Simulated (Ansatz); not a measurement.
Al₁₅As₁₅H₃₄, a nanocrystal cut from wurtzite AlAs (hydrogen-capped). The state is a triplet with charge 0. Geometry PBE-D4/def2-SVP, that of the neutral singlet; atoms count from 1.

Cartesian coordinates in Å:
```
Al -1.935 -1.214 4.718
As 0.573 -1.092 4.449
As -2.570 -1.930 2.458
Al -0.599 -2.666 1.080
Al -4.190 -3.846 -0.829
As -1.659 -3.829 -0.829
Al 1.384 0.030 2.358
As 3.888 0.078 2.489
As 0.339 -0.519 0.265
Al 2.356 -1.623 -0.667
Al -0.665 -3.116 -2.983
As 1.759 -2.623 -2.850
Al 5.056 1.252 0.583
As 3.813 0.322 -1.317
Al 2.670 -1.426 -4.886
As -2.428 1.252 4.656
Al -4.058 -0.284 1.314
As -4.655 -1.354 -0.829
Al -1.680 2.720 2.737
As 0.784 2.395 2.754
As -2.519 1.596 0.704
Al -1.320 1.196 -1.519
Al -3.785 0.011 -2.708
As -1.487 -0.786 -2.984
Al 1.494 3.839 0.860
As 4.002 3.520 0.853
As 0.700 2.731 -1.200
Al 2.638 2.078 -2.646
Al -0.827 1.054 -4.458
As 1.644 0.867 -4.554
H -2.404 -1.942 6.057
H 1.154 -2.493 4.556
H 1.252 -0.467 5.665
H -3.457 -3.144 2.722
H 0.381 -3.550 2.002
H -4.669 -4.403 0.603
H -4.713 -4.472 -2.209
H -1.274 -5.292 -0.612
H 4.437 -1.335 2.615
H 4.322 0.616 3.850
H 3.169 -2.566 0.353
H -1.125 -3.954 -4.261
H 2.496 -3.962 -2.841
H 6.647 1.250 0.705
H 4.921 -0.189 -2.233
H 4.257 -1.255 -4.675
H 2.049 -2.087 -6.208
H -2.036 1.903 5.980
H -3.939 1.376 4.801
H -5.230 0.234 2.281
H -6.176 -1.204 -0.856
H -2.127 4.231 2.996
H 1.339 2.991 4.048
H -3.606 2.619 0.347
H -4.807 0.318 -3.896
H -3.155 1.458 -2.030
H 1.138 5.382 1.066
H 4.613 4.249 2.047
H 4.599 4.388 -0.248
H 0.311 4.001 -1.970
H 3.584 3.344 -2.932
H -1.563 1.461 -5.815
H -1.201 2.147 -3.186
H 2.093 1.713 -5.746
```

Single mean-field runs in def2-SVP are fitted with def2-universal-jkfit. At PBE0-D4/def2-SVP a singlet of charge 0 lies 3.32 eV below the triplet at the same geometry.

Question: Estimate the Mulliken populations of the heavy atoms from the PBE0/def2-SVP orbitals of Ansatz.

Answer: 
```csv
atom,charge (e),spin (α − β)
Al1,0.53,0.00
As2,-0.21,0.02
As3,-0.52,0.00
Al4,0.46,-0.01
Al5,0.41,0.00
As6,-0.47,0.01
Al7,0.45,0.25
As8,-0.21,0.02
As9,-0.52,0.38
Al10,0.46,-0.01
Al11,0.55,-0.01
As12,-0.47,0.01
Al13,0.53,0.00
As14,-0.52,0.00
Al15,0.41,0.00
As16,-0.25,0.01
Al17,0.51,0.01
As18,-0.48,0.00
Al19,0.48,0.09
As20,-0.45,-0.04
As21,-0.46,0.04
Al22,0.27,0.27
Al23,0.50,0.04
As24,-0.62,0.47
Al25,0.48,0.09
As26,-0.25,0.01
As27,-0.46,0.04
Al28,0.51,0.01
Al29,0.50,0.04
As30,-0.48,0.00
```
Mulliken values depend strongly on the basis.

Question: Where does the spin sit?

Answer: Summed by element: Al 0.77, As 0.97, H 0.26, of 2 unpaired in all. Largest on single atoms: As24 0.47, As9 0.38, Al22 0.27.

Question: And the Mayer bond orders between heavy atoms (over 0.3, the first 40 of 43)?

Answer: Al1–As2 0.64 (2.53 Å); Al1–As3 0.79 (2.45 Å); Al1–As16 0.69 (2.52 Å); As2–Al7 0.71 (2.51 Å); As3–Al4 0.66 (2.52 Å); As3–Al17 0.68 (2.50 Å); Al4–As6 0.77 (2.47 Å); Al4–As9 0.73 (2.48 Å); Al5–As6 0.61 (2.53 Å); Al5–As18 0.60 (2.53 Å); As6–Al11 0.74 (2.48 Å); Al7–As8 0.71 (2.51 Å); Al7–As9 0.89 (2.40 Å); Al7–As20 0.73 (2.47 Å); As8–Al13 0.64 (2.53 Å); As9–Al10 0.73 (2.48 Å); As9–Al22 0.34 (2.98 Å); Al10–As12 0.77 (2.47 Å); Al10–As14 0.66 (2.52 Å); Al11–As12 0.74 (2.48 Å); Al11–As24 0.61 (2.47 Å); As12–Al15 0.61 (2.53 Å); Al13–As14 0.79 (2.45 Å); Al13–As26 0.69 (2.52 Å); As14–Al28 0.68 (2.50 Å); Al15–As30 0.60 (2.53 Å); As16–Al19 0.63 (2.53 Å); Al17–As18 0.76 (2.47 Å); Al17–As21 0.72 (2.50 Å); As18–Al23 0.77 (2.48 Å); Al19–As20 0.68 (2.49 Å); Al19–As21 0.81 (2.47 Å); As20–Al25 0.68 (2.49 Å); As21–Al22 0.57 (2.56 Å); Al22–As24 0.48 (2.47 Å); Al22–As27 0.57 (2.56 Å); Al23–As24 0.67 (2.45 Å); As24–Al29 0.67 (2.45 Å); Al25–As26 0.63 (2.53 Å); Al25–As27 0.81 (2.47 Å).
